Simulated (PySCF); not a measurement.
Computed IR spectrum (relative IR intensity) of a molecule C4H5FSi. Coordinates come from a PBE0-D3(BJ)/def2-SVP optimisation. Other conformers were not sampled. Method: PBE0-D3(BJ)/def2-SVP (PySCF 2.14.0). Frequencies are harmonic and unscaled.

ν (cm⁻¹): 558 (w), 625 (w), 640 (vw), 694 (m), 733 (w), 803 (w), 827 (w), 904 (w), 925 (vs), 942 (m), 946 (w), 1129 (w), 1321 (m), 1708 (s), 2237 (s), 2247 (m), 3486 (m) (against the strongest line: vs over 80 %, s over 45 %, m over 15 %, w over 4 %, vw less)

**Question.** Pick the molecule that these values belong to.
A) C=CC#C[SiH2]F
B) F/C=C/C#C[SiH3]
C) C#C/C=C(/F)[SiH3]
D) C#C/C(F)=C/[SiH3]

**Answer.** D, C#C/C(F)=C/[SiH3]
